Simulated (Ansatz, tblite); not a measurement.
Cost and result up the ladder for Si8H6 (14 atoms). Total charge 0; singlet. Geometry: PBE-D4/def2-SVP.

```xyz
14

Si    0.100   -3.884   -0.113
Si   -1.284    1.942    0.245
Si   -1.165   -2.014    0.351
Si    1.683    0.169   -0.440
Si    0.182    1.352   -1.889
Si    0.900    1.984    0.766
Si    1.268   -1.961    0.441
Si   -1.513   -0.041   -0.881
H     3.167    0.309   -0.678
H    -2.243   -2.135    1.403
H     1.571    3.340    0.698
H    -2.839   -0.112   -1.597
H    -2.079    3.217    0.121
H     2.252   -2.168    1.572
```

Ansatz on 4 threads of Arm Neoverse V1 on a shared host; xTB runs through tblite on one thread. Times are rough, summed over both states, and most runs start from the orbitals of an earlier one. No level here is sound enough to serve as a yardstick. The other state is a triplet.

The xTB rows come from tblite. The structure comes from a short search, and lower isomers may exist.

xTB has no spin-polarisation term.

```tsv
level	functions	wall time	vertical triplet (eV)	remarks
GFN1-xTB	84	0.042 s	0.89	–
GFN2-xTB	78	0.057 s	0.81	–
PBE-D4/def2-TZVP	332	23 s	1.04	–
PBE0-D4/def2-TZVP	332	56 s	0.99	restricted SCF unstable in HF (singlet)
r2SCAN-D4/def2-TZVP (with forces)	332	58 s	0.92	restricted SCF unstable in HF (singlet)
```
